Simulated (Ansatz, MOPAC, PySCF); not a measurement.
Dimer: CHN (SMILES C#N) (first 3 atoms) with H4OSi (SMILES O[SiH3]); geometry from B3LYP-D3(BJ)/def2-TZVP.
(charge 0, multiplicity 1):
```xyz
9

C     -1.24174     1.04103     0.17973
N     -1.98824     1.38178    -0.62158
H     -0.54110     0.72179     0.93159
O      0.74739     0.10193     2.37386
Si     0.30835    -0.82292     3.68772
H      1.66675     0.36897     2.29094
H      1.05210    -2.10339     3.70246
H     -1.13650    -1.06120     3.51609
H      0.57244    -0.09987     4.95280
```

Counterpoise-corrected where a basis set is named; no monomer relaxation. Rows marked so take none.

Rows in 6-31G* carry no dispersion term and start afresh at each structure (6-31G* with six Cartesian d functions). The state reached by PM7 isn't checked; PM7 holds dispersion and hydrogen-bond terms.

Run with Ansatz (a program for electronic structure) with Gaussian orbitals; MOPAC for PM7 (differences of heats of formation); PySCF for 6-31G* rows, the dispersion terms. Values without a source in brackets are computed.

Problem. One of these levels gives -247.0 meV for the interaction energy. Name it.
A) r2SCAN/def2-TZVPPD
B) B3LYP/6-31G* (no counterpoise)
C) BLYP-D3(BJ)/def2-TZVPPD
D) PM7

Solution. B, B3LYP/6-31G* (no counterpoise). The others give -125.0 (PM7), -200.0 (BLYP-D3(BJ)/def2-TZVPPD), -181.0 (r2SCAN/def2-TZVPPD)
